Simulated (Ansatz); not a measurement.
Geometry optimisation, RHF/def2-SVP (Ansatz).

Input:

```yaml
crystal:
  periodic: [false, false, false]
  atoms:
    - { symbol: B, position_ang: [0.038941, 0.538419, -0.208322] }
    - { symbol: H, position_ang: [-0.150056, -0.357789, 2.015631] }
    - { symbol: O, position_ang: [1.204497, -0.141482, -0.390853] }
    - { symbol: H, position_ang: [1.134709, -1.012219, -0.740755] }
    - { symbol: O, position_ang: [-1.186866, 0.059155, -0.557582] }
    - { symbol: H, position_ang: [-1.215567, -0.814577, -0.906355] }
    - { symbol: "N", position_ang: [0.108852, 1.888676, 0.387297] }
    - { symbol: H, position_ang: [0.98875, 2.355802, 0.450783] }
    - { symbol: H, position_ang: [-0.680083, 2.497109, 0.324329] }
    - { symbol: H, position_ang: [-0.114377, 0.351006, 2.046728] }
basis:
  gaussian: { orbitals: def2-SVP }
hamiltonian:
  xc: hf
relax:
  f_tol: 0.03
  max_steps: 50
```

Command:

```bash
$ ansatz run input.yaml --threads 1 --pin off --max-ram 2048MiB --backend cpu --events-out ev --progress --plain --runs-dir out
```

Q: Where does it end, and by what steps?

A: It converged. After 16 steps the energy has fallen by 0.394 eV; H2 moved furthest, 1.74 Å.

| step | energy less start (eV) | largest force component (eV/Å) | accepted |
| --- | --- | --- | --- |
| 0 | 0.0000 | 2.151 | yes |
| 1 | -0.2252 | 0.861 | yes |
| 2 | -0.3112 | 0.431 | yes |
| 3 | -0.3493 | 0.178 | yes |
| 4 | -0.3646 | 0.247 | yes |
| 5 | -0.3702 | 0.299 | yes |
| 6 | -0.3771 | 0.057 | yes |
| 7 | -0.3793 | 0.335 | yes |
| 8 | -0.3834 | 0.190 | yes |
| 9 | -0.3866 | 0.235 | yes |
| 10 | -0.3897 | 0.139 | yes |
| 11 | -0.3906 | 0.267 | yes |
| 12 | -0.3922 | 0.091 | yes |
| 13 | -0.3932 | 0.035 | yes |
| 14 | -0.3939 | 0.044 | yes |
| 15 | -0.3941 | 0.129 | yes |
| 16 | -0.3943 | 0.027 | yes |

```xyz
10
Properties=species:S:1:pos:R:3
B 0.062 0.528 -0.588
H -0.228 0.124 3.684
O 1.243 -0.079 -0.921
H 1.190 -0.817 -1.502
O -1.151 0.118 -1.070
H -1.146 -0.626 -1.648
N 0.097 1.624 0.294
H 0.952 1.995 0.649
H -0.723 2.132 0.545
H -0.167 0.365 2.978
```

Whether the end is a true minimum wasn't checked by a vibrational analysis.

Run time: 9.2 s on 1 thread of AMD EPYC 9R45 96-Core Processor (Zen 5), on a shared host, peak memory 0.16 GiB.
